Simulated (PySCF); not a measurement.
NMR data simulated for an unnamed compound:

1H NMR (400 MHz, computed): δ 6.07 (m, 1H), 5.93 (m, 1H), 4.18 (m, 1H), 3.95 (m, 1H), 3.69 (m, 1H), 3.49 (m, 1H), 2.87 (m, 1H), 2.77 (s, 3H), 2.09 (m, 1H), 1.23 (m, 1H), 0.63 (br s, 1H).

13C{1H} NMR (computed): δ 141.0 (CH), 132.4 (CH), 53.9 (CH), 39.6 (CH3), 12.0 (CH2).

Level of theory: geometry from GFN2-xTB, NMR shieldings at PBE0/pcSseg-1/GIAO, in PySCF 2.14.0 with density-fitted response routines (isolated molecule, non-relativistic Hamiltonian, a single conformation, one averaged value for each set of equivalent atoms).

Shifts are taken against calculated references (same method and geometry level): 1H, 13C vs TMS.

Which of these does the molecule contain: a CH3CH2 unit, a carboxylic acid, a benzene ring, an N-methyl group, a Si–H bond, a non-aromatic C=C double bond?

Results:


- A CH3CH2 unit: no.
- A carboxylic acid: no.
- A benzene ring: no.
- An N-methyl group: yes (δC 39.6; δH 2.77 (s)).
- A Si–H bond: yes (δH 3.69 (m), 3.95 (m)).
- A non-aromatic C=C double bond: yes.

The data belong to `CN[C@@H]1C=CC[SiH2][SiH2]1`, C5H13NSi2; they needn't prove each group on their own.

Carbon signals by region: 2 in the sp2 and nitrile region (100–160 ppm), 1 at 50–100 ppm, 2 below 50 ppm.

Exchangeable OH/NH protons stand at their gas-phase positions; hydrogen bonding in a real sample shifts them, mostly to higher δ. Shifts are as computed. Against solution values, carbons near 30 ppm lie about +3 ppm off and those near 130 ppm about +5 ppm. Of 1309 compounds with measured shifts, 239 miss one by over three times the rms of a fit or turn the order of signals round; such compounds aren't used in these exercises. Multiplicities follow the n + 1 count of equivalent neighbours, as no J values were calculated; m marks all less simple cases, F and P coupling included.
